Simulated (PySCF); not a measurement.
Does the structure fit the spectrum?

A compound C₆H₁₀O gives the data below (simulated from a calculation) and was assigned the structure `CC1=CCCCO1`.

13C{1H} NMR (computed): δ 206.2 (C), 140.5 (CH), 138.5 (CH2), 46.0 (CH), 20.0 (CH3, 2C).

1H NMR (400 MHz, computed): δ 7.04 (m, 1H), 6.72 (m, 1H), 6.07 (m, 1H), 2.45 (sept, 1H), 1.14 (d, 6H).

Single conformer, non-relativistic, averaged over atoms made equivalent by symmetry, fast rotation or ring inversion, gas phase. Coordinates at the GFN2-xTB level; PBE0/pcSseg-1 with gauge-including orbitals; PySCF 2.14.

Referencing at the same level of theory: 1H (σref 31.72), 13C (σref 186.93) vs TMS.

Task: Compare with the shifts computed for the proposed structure, pairing carbons in order of shift.

Result: Numbering as in the mapped SMILES `[CH3:1][C:2]1=[CH:3][CH2:4][CH2:5][CH2:6][O:7]1`. Hydrogens are named by the atom that carries them.

```
atom  computed for proposal  given list  difference
  C2                  159.8       206.2       -46.4
  C3                  100.2       140.5       -40.3
  C6                   68.5       138.5       -70.0
  C5                   25.5        46.0       -20.5
  C4                   25.1        20.0        +5.1
  C1                   23.6        20.0        +3.6
```

The rms difference is 39.0 ppm and the largest -70.0 ppm at C6 (sp3 CH2 bonded to O). The proposal also would give 6 carbon signals, not 5. The carbon types in order of shift don't match either: C, CH, CH2, CH2, CH2, CH3 for the proposal against C, CH, CH2, CH, CH3, CH3 in the data. The proposal doesn't fit.

Task: Which isomer fits?

Result: `C=CC(=O)C(C)C`.

Carbon types of the structure: 1 × C, 2 × CH, 1 × CH2, 2 × CH3, which accounts for all hydrogens. δC 206.2: ketone carbonyl carbon; low-lying n→π* states of the double bond to the heteroatom give a large paramagnetic term (-270 ppm). δC 140.5: α carbon of a C=C–C=O unit; an sp2 carbon of a C=C bond. δC 138.5: β carbon of a C=C–C=O unit; conjugation with the carbonyl draws π density from the β position. δC 46.0: sp3 CH α to a carbonyl; the adjacent C=O deshields it moderately.

This is the structure that produced the data.

Shifts are as computed. Against solution values, carbons near 30 ppm lie about +3 ppm off and those near 130 ppm about +5 ppm. Of 1211 compounds with measured shifts, 218 miss one by over three times the rms of a fit or turn the order of signals round; such compounds aren't used in these exercises. No couplings were computed; multiplicities are counted from neighbouring protons, with m where these are inequivalent, close in shift, in a saturated or five-membered ring or joined by F or P, and br s for small geminal =CH2 splittings.
